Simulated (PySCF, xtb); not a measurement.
CH2Cl, SMILES [CH2]Cl, multiplicity 2. Atoms are numbered in the order given.

```xyz
4

C      0.0000     0.0000    -1.1142
Cl     0.0000     0.0000     0.5836
H      0.0000    -0.9519    -1.6176
H      0.0000     0.9519    -1.6176
```
Charge 0, spin multiplicity 2.

Geometry optimised at B3LYP-D3(BJ)/def2-TZVP. The isomer is the one that the SMILES or the coordinates give; other isomers of the formula were not compared.

Calculation: C-PCM-B3LYP/def2-TZVPD (PySCF).

The values are the electrostatic part of the solvation free energy, E(continuum) − E(gas) at the gas-phase geometry, in a cavity of scaled van der Waals radii (PySCF's table); cavitation and dispersion terms are not included. The dipole moment in vacuum is 1.06 D.

### Question
Estimate the values in water (ε = 78.36), methanol (ε = 32.61), acetonitrile (ε = 35.69). (Estimate from the structure and the level; the computed values follow.)

### Answer

```json
[
 {"solvent": "water", "ε": "78.36", "ΔG(elec) (kcal/mol)": "-1.5", "dipole (D)": "1.42"},
 {"solvent": "methanol", "ε": "32.61", "ΔG(elec) (kcal/mol)": "-1.5", "dipole (D)": "1.41"},
 {"solvent": "acetonitrile", "ε": "35.69", "ΔG(elec) (kcal/mol)": "-1.5", "dipole (D)": "1.41"}
]
```

For comparison, GFN2-xTB/ALPB(water) (xtb, at the GFN2-xTB geometry, all terms of that model) gives -0.5 kcal/mol.
